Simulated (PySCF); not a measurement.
Consider trifluoromethylgermane, `F[C](F)(F)[GeH3]` (CH3F3Ge). Atom numbers as in the mapped SMILES `[F:1][C:2]([F:3])([F:4])[GeH3:5]`.

Computed at M06-2X/def2-TZVP // PBE0-D3(BJ)/def2-SVP with PySCF (density fitting, grid level 3). Zero-point and thermal terms (298.15 K, 1 bar) come from unscaled PBE0-D3(BJ)/def2-SVP harmonic frequencies, with soft modes damped to free rotors in the entropy.

Problem. Rank these bonds by dissociation enthalpy, weakest first.
A. F1–C2
B. Ge5–H
C. C2–Ge5

Solution. C (306 kJ/mol), B (340 kJ/mol), A (506 kJ/mol).

Problem. For C2–Ge5, what are ΔE (electronic) and ΔG(298 K) of the homolysis?

Solution. ΔE = 315 and ΔG = 255 kJ/mol, beside ΔH = 306 kJ/mol. The radicals are `F[C](F)F` and GeH3•.

Known limits: spin-orbit coupling is left out of the energies, which matters for open shells on the heavier atoms; atoms from Ga to Kr are treated without relativity.

---

Consider `C#CCF` (C3H3F). Numbering: `[CH:1]#[C:2][CH2:3][F:4]`

Computed at M06-2X/def2-TZVP // PBE0-D3(BJ)/def2-SVP with PySCF (density fitting, grid level 3). Thermal corrections: PBE0-D3(BJ)/def2-SVP frequencies, unscaled, ideal gas at 298.15 K and 1 bar, quasi-RRHO entropy.

(1) Rank these bonds by dissociation enthalpy, weakest first.
A. C3–H
B. C3–F4

(2) For C3–F4, what are ΔE (electronic) and ΔG(298 K) of the homolysis?

Answers

(1) A (369 kJ/mol), B (411 kJ/mol).

(2) ΔE = 427 and ΔG = 371 kJ/mol, beside ΔH = 411 kJ/mol. The radicals are `C#C[CH2]` and F•.

Caveats: radicals beside a multiple bond are drawn in one resonance form, and their spin spreads.

---

Consider `[CH3][GeH2][CH3]` (C2H8Ge). Numbering: `[CH3:1][GeH2:2][CH3:3]`

These are calculated values, M06-2X/def2-TZVP in PySCF (grid level 3) at geometries from PBE0-D3(BJ)/def2-SVP. Thermal corrections: PBE0-D3(BJ)/def2-SVP frequencies, unscaled, ideal gas at 298.15 K and 1 bar, quasi-RRHO entropy.

(1) Rank these bonds by dissociation enthalpy, weakest first.
A. C1–Ge2
B. Ge2–H
C. C1–H

(2) For Ge2–H, what are ΔE (electronic) and ΔG(298 K) of the homolysis?

Results:

(1) A (325 kJ/mol), B (342 kJ/mol), C (425 kJ/mol).

(2) ΔE = 360 and ΔG = 304 kJ/mol, beside ΔH = 342 kJ/mol. The radicals are `[CH3][GeH][CH3]` and H•.

Note: spin-orbit coupling is left out of the energies, which matters for open shells on the heavier atoms; atoms from Ga to Kr are treated without relativity.
